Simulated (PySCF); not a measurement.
Computed IR spectrum (relative IR intensity) of a molecule C₅H₄F₂. Geometry optimised at PBE-D3(BJ)/def2-SVP. The values are those of a single conformer. Calculation: PBE-D3(BJ)/def2-SVP (PySCF 2.14.0). Harmonic, unscaled wavenumbers; measured fundamentals usually lie a few per cent lower.

Lines under 2 % of the strongest are left out, and lines within 2 cm⁻¹ are merged.

ν (cm⁻¹): 419 (vw), 532 (w), 738 (m), 1025 (vw), 1048 (w), 1085 (vs), 1159 (w), 1204 (s), 1333 (m), 1586 (vw), 3145 (vw) (against the strongest line: vs over 80 %, s over 45 %, m over 15 %, w over 4 %, vw less)

Task: Identify the compound among the candidates.
(A) C#CC/C(F)=C\F
(B) C=CC=C=C(F)F
(C) C=C=C(F)C(=C)F
(D) FC1(F)C=CC=C1

Result: D, FC1(F)C=CC=C1
